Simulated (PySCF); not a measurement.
## Dipole moment and polarisability of `CCP1CCCC1`

Species: C6H13P.
Numbering: `[CH3:1][CH2:2][P:3]1[CH2:4][CH2:5][CH2:6][CH2:7]1` (hydrogens: H8, H9, H10 on C1; H11, H12 on C2; H13, H14 on C4; H15, H16 on C5; H17, H18 on C6; H19, H20 on C7)

Geometry (GFN2-xTB, Å), atoms numbered from 1 in this order:
```
atom  x, y, z in Å
C1     2.732   -0.569   -0.427
C2     1.583    0.416   -0.592
P3     0.478    0.431    0.915
C4    -0.891    1.502    0.224
C5    -1.840    0.595   -0.552
C6    -1.943   -0.693    0.256
C7    -0.514   -1.127    0.575
H8     3.380   -0.553   -1.302
H9     2.359   -1.583   -0.295
H10    3.326   -0.313    0.448
H11    0.997    0.182   -1.486
H12    1.981    1.429   -0.701
H13   -0.478    2.309   -0.383
H14   -1.415    1.954    1.071
H15   -1.430    0.374   -1.540
H16   -2.815    1.065   -0.688
H17   -2.484   -0.492    1.183
H18   -2.479   -1.471   -0.290
H19   -0.482   -1.788    1.442
H20   -0.070   -1.657   -0.271
```

Level: wB97X-D/def2-SVPD (PySCF), static field, nuclei fixed, core orbitals frozen in the response. The polarisability tensor in these axes (au):

```
x   107.95  -1.71  -1.79
y    -1.71  90.82  -0.95
z    -1.79  -0.95  84.51
```

Task: Diagonalise the tensor; give its mean and Δα, where Δα² is half the sum of the squared differences of the eigenvalues.

Result: Principal values 84.19, 90.85 and 108.24 au; mean 94.43 au = 13.99 Å³ = 15.57 × 10⁻⁴⁰ C²·m²/J; Δα = 21.50 au (23 % of the mean).

Task: What is the dipole moment, and where does it point?

Result: (-0.69, -0.25, -1.33) D, 1.52 D in size, pointing from the negative to the positive side. Measured along this direction, the outermost atoms are H10 at the negative end and H15 at the positive end.

Task: Directions of the eigenvectors, and the extent of the frame along each?

Result: Largest value along (0.99, -0.09, -0.07), where the nuclei span 6.35 Å; middle along (0.08, 0.98, -0.17), 4.33 Å; least along (0.09, 0.16, 0.98), 2.83 Å. The response follows the extents in order.

Task: Sum over states: ᾱ = Σ f/ω², ω in Eh. What share falls to these 8 lowest TDDFT singlets (eV, f)? 6.34, 0.0688; 6.54, 0.0760; 6.92, 0.0486; 7.31, 0.1187; 7.63, 0.0087; 7.83, 0.0234; 8.27, 0.1029; 8.34, 0.0094.

Result: They add up to 6.59 au, 7.0 % of the 94.43 au; the largest single term is 1.65 au, from the state at 7.31 eV. Terms in order: 1.27, 1.31, 0.75, 1.65, 0.11, 0.28, 1.11, 0.10 au. Higher excitations give the rest. The strengths listed sum to 0.457.

Task: What are the principal values of the traceless quadrupole moment, Θ = ½Σq(3rr − r²1), about the centre of nuclear charge?

Result: -4.99, 1.58, 3.41 D·Å. The values depend on the origin, since the dipole doesn't vanish. The electronic extent ⟨r²⟩ about the same centre is 1037 bohr², a root-mean-square distance of 2.13 Å for the 64 electrons.

Task: Estimate the molar refractivity from the static electronic polarisability.

Result: Lorentz–Lorenz: R = (4π/3)N_A α = 2.5225 cm³/(mol·Å³) × 13.99 Å³ = 35.3 cm³/mol, in the limit of long wavelengths.

Task: Orientational against electronic polarisability at 500 K (dilute gas, rigid molecules)?

Result: In Gaussian units μ²/3kT = 11.16 Å³ against 13.99 Å³, a ratio of 0.80; the Debye molar polarisation (4π/3)N_A(α + μ²/3kT) is 63.5 cm³/mol, leaving out the vibrational part.

One conformer (not necessarily the lowest) at the GFN2-xTB geometry, without solvent, vibrations or thermal averaging.

The pairwise dispersion term of wB97X-D wasn't added to the energies; at a given geometry it leaves orbitals and properties as they are.
